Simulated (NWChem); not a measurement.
CH₄F₂Si; SMILES FC[SiH2]F

```xyz
8

F      0.6326    -1.8055     0.2430
C     -0.1953    -1.0510    -0.5589
Si    -0.4574     0.6726     0.1632
F      0.9149     1.5353     0.0407
H      0.2361    -0.9879    -1.5749
H     -1.1731    -1.5604    -0.6580
H     -0.8203     0.5793     1.6020
H     -1.5119     1.3660    -0.6299
```
Atoms are numbered in this order, from 1.

Computed with NWChem. Pople sets run with spherical d functions. Structure relaxed at the PBE0/def2-SVP level. Solvent water, SMD (1 M gas to 1 M solution), gas-phase geometry. Reactions with the solvent are ignored.

| level | basis functions | solvation free energy (kcal/mol) | cavity-dispersion-structure term (kcal/mol) | dipole in solution (D) |
|---|---|---|---|---|
| M06-2X/STO-3G | 28 | (withheld) | 3.7 | (withheld) |
| M06-2X/3-21G | 48 | -1.5 | 3.7 | 3.18 |
| M06-2X/6-31G* | 68 | -0.5 | 3.7 | 2.88 |
| M06-2X/6-31+G* | 84 | -1.6 | 3.7 | 3.29 |
| M06-2X/6-311G** | 104 | -1.5 | 3.7 | 3.22 |
| M06-2X/6-311++G** | 124 | -2.1 | 3.7 | 3.46 |

**Question.** Fill in the missing entries.

**Answer.** 
- M06-2X/STO-3G, solvation free energy (kcal/mol): 2.2
- M06-2X/STO-3G, dipole in solution (D): 1.40
